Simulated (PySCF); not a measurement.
**Where the electron goes**

Species: C₃H₆F₂Si.
Structure used (GFN2-xTB), in Å, numbered top down from 1:
```xyz
12
C3H6F2Si angstrom
C     -1.531   -0.642   -0.124
C     -0.854    0.658   -0.359
F     -1.719    1.599   -0.825
C      0.415    0.997   -0.180
Si     1.776   -0.123    0.448
F      1.642   -1.562   -0.270
H     -1.956   -1.008   -1.059
H     -2.351   -0.504    0.581
H     -0.834   -1.375    0.266
H      0.677    2.020   -0.414
H      1.655   -0.435    1.866
H      3.081    0.374    0.043
```

The calculation used PySCF, TDDFT PBE0/def2-SVPD, vertical, gas phase, core orbitals frozen in the response.

Frontier orbitals with the atoms that hold most of them (Löwdin shares over 4%, at most four atoms; ? is withheld):

```csv
orbital,ε (eV),atoms
HOMO-3,-10.82,"F3 39%, C1 20%, C2 18%, C4 10%"
HOMO-2,-9.88,"Si5 31%, H12 27%, F6 18%, H11 11%"
HOMO-1,-9.68,"C4 29%, Si5 23%, F6 15%, H11 14%"
HOMO,-7.81,?
LUMO,?,?
LUMO+1,0.53,"Si5 26%, C1 13%, C2 12%, C4 11%"
LUMO+2,0.81,"Si5 30%, C4 16%, H12 12%, H11 9%"
```

Question: Give the leading atoms of the LUMO.

Answer: C2 (bonded to 2 C and F) 24%; Si5 (bonded to C, F and 2 H) 23%; C4 (bonded to C, Si and H) 21%; H11 (bonded to Si) 6%. By element: carbon 45% or more, silicon 23%, hydrogen 6% or more.

Question: Give the leading atoms of the HOMO.

Answer: C4 (bonded to C, Si and H) 39%; C2 (bonded to 2 C and F) 28%; F3 (bonded to C) 11%; Si5 (bonded to C, F and 2 H) 6%. By element: carbon 67% or more, fluorine 11% or more, silicon 6%.

Question: What is the LUMO energy, and the HOMO–LUMO gap?

Answer: ε(LUMO) = -0.83 eV; the gap is 6.98 eV (0.2565 hartree).

Question: How does S1 compare with the orbital gap of 6.98 eV?

Answer: S1 is at 6.24 eV (f = 0.197), 0.73 eV below the gap, made of HOMO→LUMO (89%). 

Question: Give energy, strength and leading configuration of S1, S2, S3 and S5, and follow the Löwdin shares of the leading atoms from the occupied to the empty orbital.

Answer: 
- S1 (6.24 eV, f 0.197), HOMO→LUMO (89%): C4 39% → 21%, C2 28% → 24%, Si5 6% → 23%
- S2 (7.23 eV, f 0.075), HOMO→LUMO+1 (76%): C4 39% → 11%, C2 28% → 12%, Si5 6% → 26%, C1 at most 6% → 13%
- S3 (7.28 eV, f 0.0047), HOMO-1→LUMO (90%): C4 29% → 21%, Si5 23% → 23%, C2 at most 15% → 24%
- S5 (7.71 eV, f 0.045), HOMO-2→LUMO (84%): Si5 31% → 23%, H12 27% → at most 6%, C2 at most 11% → 24%

On one thread, Intel Xeon Platinum 8488C (x86_64), no GPU, shared host, this took 30 s of wall time (with the writing of density and orbital grids) and 0.71 GiB of memory at its peak.

One conformer stands for the species.
